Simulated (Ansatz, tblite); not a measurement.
Clusters of 3 atoms, alloy: E(high spin) − E(low spin) (eV) at several levels, gas phase, relaxed structures; Ansatz, xTB through tblite. Each state is relaxed at the level in the geometry column; the other columns are single points. Clusters are the lowest isomers that short searches found in that spin, judged at the geometry's level. Core potentials for Ag, Au, Sn, Te in the def2 sets, no spin–orbit coupling. xTB has no spin-polarisation term. Singlets are spin-restricted. The structures are stationary points that may keep the symmetry of their start. Correlated methods freeze inner cores and use unrestricted references for open shells.

```
species              state             geometry  GFN1-xTB  GFN2-xTB  PBE-D4/def2-TZVP  r2SCAN-D4/def2-TZVP  PBE0-D4/def2-TZVP  RPA@PBE/def2-TZVP
  SiAu2  quintet − singlet     PBE-D4/def2-TZVP      3.04      4.96              3.84                 3.63               3.62               3.78
 Cu2Se⁺  quartet − doublet  r2SCAN-D4/def2-TZVP      2.12      3.15              2.08                 2.06               2.41               2.10
  Ag2Te  quintet − singlet  r2SCAN-D4/def2-TZVP      4.69      4.34              3.51                 3.41               3.70               3.72
  Sn2Au  quartet − doublet   B3LYP-D4/def2-TZVP      1.80      2.28              0.83                 0.77               0.87               0.87
  Ag2Ge  quintet − singlet    PBE0-D4/def2-TZVP      2.42      3.74              2.85                 2.55               2.44               2.45
  AlCu2  quartet − doublet     PBE-D4/def2-TZVP      3.18      2.09              1.41                 1.18               1.22               1.31
```

Q: Estimate the rows for AgTe2 (quartet − doublet, PBE0-D4/def2-TZVP geometry); Li2Al⁺ (quintet − singlet, PBE-D4/def2-TZVP geometry).

A: 
| species | state | geometry | GFN1-xTB | GFN2-xTB | PBE-D4/def2-TZVP | r2SCAN-D4/def2-TZVP | PBE0-D4/def2-TZVP | RPA@PBE/def2-TZVP |
| --- | --- | --- | --- | --- | --- | --- | --- | --- |
| AgTe2 | quartet − doublet | PBE0-D4/def2-TZVP | 2.51 | 2.60 | 1.04 | 1.04 | 1.17 | 1.23 |
| Li2Al⁺ | quintet − singlet | PBE-D4/def2-TZVP | 7.63 | 6.08 | 4.10 | – | 3.98 | 3.99 |
